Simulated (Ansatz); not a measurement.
Mulliken charges of `[OH][GeH2][SiH3]` from ωB97M-V/def2-TZVPP in Ansatz (PBE0-D4/def2-TZVP geometry).

```
atom   x (Å)   y (Å)   z (Å)  charge (e)
  O1  -1.665   1.003  -0.855      -0.425
 Ge2   0.086   0.900  -0.496       0.254
 Si3   0.526  -1.011   0.870       0.039
  H4  -1.973   0.268  -1.389       0.161
  H5   0.874   0.832  -1.824      -0.008
  H6   0.388   2.227   0.216       0.017
  H7   1.986  -1.133   1.128      -0.012
  H8   0.060  -2.236   0.166      -0.017
  H9  -0.193  -0.896   2.166      -0.008
```

Q: By hand: the dipole of these point charges (1 e Å = 4.8032 D).

A: Σ q r = (0.409, -0.104, 0.032) e Å, of length 0.423 e Å = 2.03 D.

Q: How does the dipole of the full density compare? (Estimate.)

A: Ansatz gave: (0.169, -0.251, -0.072) e Å, 1.49 D; the point charges give 1.36 times that, at 45° from its direction.

Point charges leave out the atoms' own dipoles, such as those of lone pairs, and Mulliken's split depends on the basis, so the two needn't agree.
